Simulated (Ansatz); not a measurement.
Coupled-cluster diagnostics for Ge(SMe)H3 (CH6GeS), Ansatz.

Geometry of the singlet (PBE-D4/def2-SVP):

```xyz
9

Ge    0.2200    1.0650    1.0973
S     0.7131   -1.0381    0.5135
C    -0.1871   -1.1251   -1.0840
H    -1.2769   -0.9768   -0.9488
H    -0.0159   -2.1434   -1.4828
H     0.2016   -0.3892   -1.8156
H     0.7757    2.0684    0.0471
H     0.8903    1.2903    2.4736
H    -1.3208    1.2489    1.1997
```

Correlated methods freeze 15 core orbitals; core or outer-core shells of Ge are correlated, in sets that lack core-valence functions.

(1) Estimate the CCSD(T) correlation energy, the shares of MP2 and (T), T1 and the reference's ⟨S²⟩ for: charge 0, singlet, own geometry in def2-TZVPP; and the rough time on 2 threads of AMD EPYC 9R45 on a shared host.

## Answers

(1) 
```csv
state,basis,correlation (eV),MP2 share (%),(T) share (%),T1,⟨S²⟩ (pure),wall time
"charge 0, singlet, own geometry",def2-TZVPP,-18.737,90.2,3.8,0.011,0.00 (0.00),34 s
```
Customary marks for T1 are 0.02 (closed shells), 0.045 (open shells) and about 0.05 (3d metals). T1 stays under 0.02 throughout.
